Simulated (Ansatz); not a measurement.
`[F][Ge][O][SiH3]` + H₂O → `[OH][Ge][F]` + `O[SiH3]` at 298.15 K and 1 bar (formal hydrolysis of a Ge–O bond).

Gas-phase electronic energies from Ansatz, PBE0-D4/def2-TZVP geometries. CCSD(T)/CBS is the MP2 limit (def2-TZVPP, def2-QZVPP) plus CCSD(T) − MP2 in def2-TZVPP, frozen cores. This one scheme is used for every species. For Ge outer-core shells are correlated without core-valence functions, which leaves a few kJ/mol of doubt a bond. Scalar relativity is left out up to krypton. One conformer a species, not always the lowest.

```json
{"species": "`[F][Ge][O][SiH3]`", "CCSD(T)/CBS energy (Eh)": "-2542.06230", "H − E (kJ/mol)": "101.1", "S (J/(mol·K))": "344.8"}
{"species": "H₂O", "CCSD(T)/CBS energy (Eh)": "-76.37941", "H − E (kJ/mol)": "66.4", "S (J/(mol·K))": "188.7"}
{"species": "`[OH][Ge][F]`", "CCSD(T)/CBS energy (Eh)": "-2251.74560", "H − E (kJ/mol)": "53.1", "S (J/(mol·K))": "280.4"}
{"species": "`O[SiH3]`", "CCSD(T)/CBS energy (Eh)": "-366.69042", "H − E (kJ/mol)": "113.6", "S (J/(mol·K))": "257.8"}
```

H − E and S are ideal-gas, rigid-rotor, harmonic terms from PBE0-D4/def2-TZVP, for one conformer and one mirror image of each species. 1 Eh = 2625.50 kJ/mol, R = 8.31446 J/(mol·K).

Problem. By hand: ΔE, ΔH, ΔS and ΔG.

Solution. ΔE = (-2251.74560) + (-366.69042) − (-2542.06230) − (-76.37941) = 0.00569 Eh = 14.9 kJ/mol. Δ(H − E) = 53.1 + 113.6 − 101.1 − 66.4 = -0.8, so ΔH = 14.1 kJ/mol. ΔS = 280.4 + 257.8 − 344.8 − 188.7 = 4.7 J/(mol·K). ΔG = 14.1 − 298.15 × (4.7)/1000 = 12.7 kJ/mol.

Problem. By hand: the equilibrium constant, and the temperature at which ΔG would vanish if ΔH and ΔS stayed fixed.

Solution. log₁₀ K = −ΔG/(RT ln 10) = -2.2. ΔG = 0 at ΔH/ΔS = 3000 K, far beyond where these terms or the molecules hold.

The number of gas molecules stays the same, so ΔS is small and ΔH decides. A doubt of 5 kJ/mol in ΔE shifts log₁₀ K by 0.9 here. Other conformers and mirror images would add mixing entropy, several J/(mol·K) or more a flexible species. These are equilibria of isolated gas molecules and say nothing of rates. Largest T1 diagnostic: 0.015 (customary marks: 0.02 for closed shells, 0.045 for open ones).
